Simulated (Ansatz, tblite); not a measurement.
Forces on the cluster Co2Si5 at its PBE-D4/def2-SVP geometry. Total charge 0; singlet.

The xTB rows come from tblite. The restricted singlet is unstable towards broken spin symmetry in Hartree–Fock (as tested in another run); at LDA (SPW92)/def2-TZVP this wasn't settled. The order of the spin states hangs on the level: the quintet lies 1.19 eV below the singlet at PBE0-D4/def2-TZVP, but 0.88 eV above it at LDA (SPW92)/def2-TZVP. The structure comes from a short search, and lower isomers may exist.

GFN1-xTB (tblite), largest force 2.12 eV/Å:

```xyz
7
positions Å, forces eV/Å
Co    1.365   -0.325    0.250    2.013   -0.005    0.651
Co   -0.662   -1.044   -0.712   -1.422   -1.221   -0.979
Si   -1.862    0.461    0.395    0.546    0.499    0.439
Si    0.377    1.254    1.456   -0.834    0.011   -0.214
Si    1.087   -0.492   -1.922    0.522    0.058   -1.146
Si   -0.018    1.318   -0.948   -0.347    0.481    0.373
Si   -0.287   -1.171    1.481   -0.478    0.176    0.876
```

GFN2-xTB (tblite), largest force 2.07 eV/Å:

```
Co 1.836 0.264 0.930
Co -1.672 -0.978 -0.737
Si -0.796 0.358 0.005
Si 0.191 0.708 0.472
Si 0.437 -0.038 -0.895
Si -0.001 0.522 -0.388
Si 0.005 -0.838 0.614
```

LDA (SPW92)/def2-TZVP (Ansatz), largest force 0.81 eV/Å:

```
Co -0.353 0.256 -0.062
Co 0.080 0.410 0.144
Si 0.768 -0.247 -0.061
Si -0.198 -0.589 -0.518
Si -0.312 0.131 0.557
Si 0.014 -0.517 0.360
Si 0.002 0.558 -0.419
```
